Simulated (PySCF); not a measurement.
Si(F)2(Cl)(vinyl) (C₂H₃ClF₂Si), SMILES C=C[Si](F)(F)Cl. Atoms are numbered in the order given.

```xyz
9

C     -2.5445     0.6301     0.3515
C     -1.4208     0.8428    -0.3476
Si     0.1864     0.1318     0.1837
F     -0.0302    -0.7449     1.5202
F      1.2612     1.2765     0.5490
Cl     1.0363    -1.0582    -1.2506
H     -2.5472     0.0285     1.2663
H     -3.5078     1.0473     0.0391
H     -1.4586     1.4468    -1.2621
```

Coordinates come from a B3LYP-D3(BJ)/def2-SVP optimisation. One conformer was computed; it need not be the lowest.

Computed with PySCF with SMD-B3LYP/6-31G*.

Solvation free energies are E(SMD) − E(gas) at the gas-phase geometry, for 1 M in both phases. In vacuum the dipole moment is 2.75 D.

```tsv
solvent	ΔG(solv) (kcal/mol)	its non-electrostatic (CDS) part	dipole (D)
water	0.5	4.2	3.40
benzene	-2.6	-0.9	3.06
chlorobenzene	-3.3	-0.5	3.26
```
